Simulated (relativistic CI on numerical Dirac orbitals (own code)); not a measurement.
## Sensitivity of the levels of Pt3+ to α and to the nuclear radius

Computed by Dirac-Coulomb-Breit CI, separate exchange-only KLI orbitals for each configuration, valence Slater integrals scaled by 0.85, P86 correlation energy added to each configuration, derivatives by finite differences, QED left out (own radial code, finite nucleus).

CI space (outside the closed core [Kr] 4d10 4f14 5s2): 5p6 5d7, 5p6 5d6 6s, 5p6 5d6 6p, 5p6 5d5 6s2, 5p6 5d6 6d, 5p5 5d8. Levels of other configurations are missing.

With x = (α/α₀)² − 1 an excitation energy changes as ω = ω₀ + qx; K = 2q/ω₀ is the relative enhancement. Terms are leading LS components, so labels can repeat. The field-shift factor is F = δν/δ⟨r²⟩ for the transition from the lowest level.

Lowest level 5p6 5d7 4F_9/2.

| Level | ω₀ (cm⁻¹) | q (cm⁻¹) | K | F (GHz/fm²) |
| --- | --- | --- | --- | --- |
| 5p6 5d7 4F_7/2 | 8755.8 | 9070 | 2.07 | 1.4 |
| 5p6 5d7 2P_3/2 | 9805.3 | -926.2 | -0.189 | 2.6 |
| 5p6 5d7 4F_5/2 | 10252.6 | 4372 | 0.853 | 2.08 |
| 5p6 5d7 4F_3/2 | 15157.9 | 8181 | 1.08 | 3.39 |
| 5p6 5d7 4P_5/2 | 16290.3 | 6270 | 0.77 | 5.14 |
| 5p6 5d7 2G_9/2 | 17835.2 | 6822 | 0.765 | 1.7 |
| 5p6 5d7 4P_1/2 | 19854.0 | 7059 | 0.711 | 4.69 |
| 5p6 5d7 2H_11/2 | 23954.4 | 8259 | 0.69 | 1.2 |
| 5p6 5d7 2G_7/2 | 24112.2 | 9777 | 0.811 | 3.94 |
| 5p6 5d7 4P_3/2 | 27162.6 | 14500 | 1.07 | 6.13 |
| 5p6 5d7 2D_5/2 | 27808.9 | 12880 | 0.926 | 5.8 |
| 5p6 5d7 2P_1/2 | 32338.3 | 16370 | 1.01 | 5.34 |
| 5p6 5d7 2F_5/2 | 33067.2 | 4069 | 0.246 | 6.41 |

For a near-neutral ion this model can misplace configurations by up to about 10,000 cm⁻¹ (more where the count of f electrons changes) and terms by 10 to 25 % of their spread. Rates follow the energies as ν³ (E1, M1) or ν⁵ (E2), so they and the lifetimes can be off by large factors. The fine structure of a lone outer electron comes out too small, for d and f at times inverted, and misplaced configurations move strength between like terms.
